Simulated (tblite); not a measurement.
C8H14O.
Structure used (GFN2-xTB), in Å, numbered top down from 1:
```xyz
23
C8H14O angstrom
C     -2.8935   -0.4596   -1.1073
O     -1.5097   -0.5649   -0.8966
C     -1.0810    0.0401    0.2960
C     -0.9470    1.5824    0.2939
C      0.5350    1.4538    0.6888
C      0.4195   -0.0548    0.5334
C      1.1298   -1.1234    1.3040
C      1.3605   -0.9791   -0.1738
C      2.6866   -0.4747   -0.6815
H     -3.4544   -0.9279   -0.2876
H     -3.2121    0.5859   -1.1943
H     -3.1079   -0.9812   -2.0383
H     -1.6809   -0.3373    1.1404
H     -1.0863    1.9969   -0.7020
H     -1.5825    2.1090    1.0025
H      1.2337    1.9384    0.0094
H      0.7489    1.7734    1.7084
H      0.5539   -1.9641    1.6607
H      1.9211   -0.8167    1.9726
H      0.8940   -1.7179   -0.8132
H      3.1066    0.2583    0.0034
H      2.5695   -0.0103   -1.6592
H      3.3912   -1.2993   -0.7768
```

Calculated harmonic vibrations of the isolated species, GFN2-xTB (tblite), most abundant isotopes, no scaling. Errors from tens to a few hundred cm⁻¹ against measured bands are possible. One conformer, not necessarily the lowest.

Harmonic wavenumbers (cm⁻¹): 66.1, 92.5, 108.7, 169.0, 181.1, 206.4, 218.8, 303.5, 381.2, 420.9, 461.0, 504.4, 568.8, 782.0, 829.1, 840.7, 894.0, 906.1, 942.9, 980.4, 1017.1, 1029.3, 1045.6, 1056.0, 1081.7, 1092.3, 1117.4, 1122.0, 1136.1, 1144.3, 1169.0, 1176.1, 1191.0, 1204.9, 1228.5, 1239.7, 1255.4, 1314.3, 1324.8, 1405.4, 1406.2, 1422.6, 1454.5, 1470.3, 1475.3, 1493.2, 1494.9, 1497.1, 1513.0, 2822.4, 2888.6, 2919.7, 2984.1, 3003.6, 3010.2, 3015.5, 3021.7, 3022.5, 3023.6, 3035.8, 3058.1, 3079.0, 3092.3.

A = 2643, B = 1149, C = 991.0 MHz; mass 126.104 u (most abundant isotopes); point group C1, symmetry number 1.

Problem. Zero-point energy?

Solution. Half the sum of the wavenumbers: 44206 cm⁻¹ = 528.82 kJ/mol.

Problem. What is S at 298.15 K and 1 bar for an ideal gas of classical rigid rotors and harmonic oscillators?

Solution. Translation 169.18, rotation 121.58, vibration 114.80: S = 405.6 J/(mol K).

Problem. And Cp and H(298.15 K) − H(0)?

Solution. Cp = 161.89 J/(mol K), of which vibrations give 128.63 (their classical limit is 63 R = 523.8); H(298.15 K) − H(0) = 28.60 kJ/mol without the zero-point energy, 18.69 from vibrations.

Problem. How do the functions run with temperature in this model?

Solution. 
| T (K) | S (J/(mol K)) | Cp (J/(mol K)) | H − H(0) (kJ/mol) | G − H(0) (kJ/mol) | ln q(vib) |
| --- | --- | --- | --- | --- | --- |
| 150 | 320.3 | 97.6 | 9.68 | -38.37 | 2.54 |
| 250 | 379.2 | 138.3 | 21.38 | -73.42 | 5.06 |
| 400 | 460.5 | 214.2 | 47.76 | -136.43 | 8.87 |
| 600 | 564.6 | 300.5 | 99.72 | -239.06 | 14.15 |
| 900 | 703.8 | 384.4 | 203.52 | -429.87 | 22.06 |

q(vib) and H(0) count from the zero-point level.

Problem. Which modes carry the vibrational entropy at 298.15 K?

Solution. 66.1 cm⁻¹: 17.85; 92.5 cm⁻¹: 15.09; 108.7 cm⁻¹: 13.77; 169.0 cm⁻¹: 10.24; 181.1 cm⁻¹: 9.69; 206.4 cm⁻¹: 8.68 J/(mol K); the other 57 give 39.47 together.

Problem. Blend soft modes into free rotors: weight 1/[1 + (100 cm⁻¹/ν̃)⁴] for the oscillator and the rest for a rotor with moment μB/(μ + B), μ = h/(8π²ν), B = 10⁻⁴⁴ kg m². What vibrational entropy results?

Solution. 108.76 J/(mol K) in place of 114.80, which changes −T·S at 298.15 K by +1.80 kJ/mol.

Hindered rotation and anharmonicity are outside this model. Other conformers, if any are populated, would add a mixing term that is left out. The structure is chiral; the term R ln 2 for an equal mix with its mirror image is left out.
